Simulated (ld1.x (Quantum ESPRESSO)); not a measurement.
**Before and after: TM semilocal potential for praseodymium**

ld1.x (Quantum ESPRESSO) 7.5 input, shortened:

```
&input
   title='Pr', zed=59., rel=1, dft='PBESOL', iswitch=3,
   config='[Xe] 4f2.5 5d0.5 6s2 6p0'
 /
 &inputp
   pseudotype=1, tm=.true., lloc=1,
   nlcc=.false.
 /
4
5S  1  0   2.00   0.00  1.35  1.35  0.0
5D  3  2   0.50   0.00  2.55  2.55  0.0
4F  4  3   2.50   0.00  1.05  1.05  0.0
5P  2  1   6.00   0.00  2.10  2.10  0.0
 &test
   configts(1)='4f2.5 5s2 5p6 5d0.5 6s2 6p0'
 /
```

Occupied shells without a wave of their own: 6s. They enter only through the test configuration that unscreens the potential.

All-electron outer shells of the reference configuration (PBEsol, scalar-relativistic, ld1.x):

```tsv
shell	level (eV)	outermost node (bohr)	outermost maximum (bohr)
4p	-218.08	0.32	0.60
4d	-113.37	0.30	0.64
5s	-40.56	0.74	1.35
5p	-22.69	0.79	1.53
6s	-3.67	1.79	3.75
4f	-3.58	–	0.69
5d	-2.51	0.90	2.19
6p	-1.29	2.14	4.94
```

Change: wave 4f (bound): rc 1.05 bohr becomes 4f (bound): rc 1.58 bohr.

Cutoffs: the cutoffs (Ry, on a coarse ladder) from which the occupation-weighted sum of valence levels, in a spherical-Bessel basis at the reference potential, stays within 10 and 1 mRy of its value at 400 Ry; they do not see the model core or the augmentation charge, which bear on the density cutoff. Errors are all-electron minus pseudo energies relative to the spin-unpolarised reference configuration.

**Question.** What does the change do?

**Answer.** The potential gets softer (260 Ry and 300 Ry → 140 Ry and 160 Ry); of the 7 tests that both files solve, the error grows in 0 and shrinks in 7 by more than 15 % and 0.3 meV (median size 76.7 → 33.3 meV); the range in which the f phases agree narrows (upper end at the end of the scan → 1.2); neither file shows a bound ghost. A larger radius leaves more room for a smooth pseudo-wave, so fewer plane waves are needed. That the errors move this way runs against the usual rule that smaller radii transfer better. A semilocal file is local in each channel, so a ghost entry of none says nothing of the separable form that plane-wave codes build from it.

| quantity | base | changed |
| --- | --- | --- |
| cutoff, loose | 260 Ry | 140 Ry |
| cutoff, tight | 300 Ry | 160 Ry |
| loose cutoff by channel (10 mRy a level) | s 45 Ry, d 10 Ry, f 230 Ry, p 18 Ry | s 45 Ry, d 10 Ry, f 140 Ry, p 18 Ry |
| bound ghosts | none | none |
| error for 4f3 5s2 5p6 5d0 6s2 6p0, meV [ΔE -0.08 eV] | -35 | -8.8 |
| error for 4f3 5s2 5p6 5d0 6s1 6p0, meV [ΔE 5.66 eV] | -93 | -61 |
| error for 4f3 5s2 5p6 5d0 6s0 6p0, meV [ΔE 16.20 eV] | -190 | -151 |
| error for 4f3 5s2 5p6 5d1 6s1 6p0, meV [ΔE 1.50 eV] | -45 | -27 |
| error for 4f2 5s2 5p6 5d1 6s1 6p0, meV [ΔE 7.28 eV] | -77 | -33 |
| error for 4f3 5s2 5p6 5d1 6s0 6p0, meV [ΔE 6.56 eV] | -103 | -81 |
| error for 4f3 5s2 5p6 5d0 6s1.5 6p0, meV [ΔE 2.22 eV] | -60 | -32 |
| s: phases at 2.76 bohr within 0.05 rad from the reference energy up to (Ry; the scan ends near 5) | 0.2 | 0.2 |
| p: phases at 2.76 bohr within 0.05 rad from the reference energy up to (Ry; the scan ends near 5) | 0.9 | 0.9 |
| d: phases at 2.76 bohr within 0.05 rad from the reference energy up to (Ry; the scan ends near 5) | 3.0 | 3.0 |
| f: phases at 2.76 bohr within 0.05 rad from the reference energy up to (Ry; the scan ends near 5) | to the end of the scan | 1.2 |
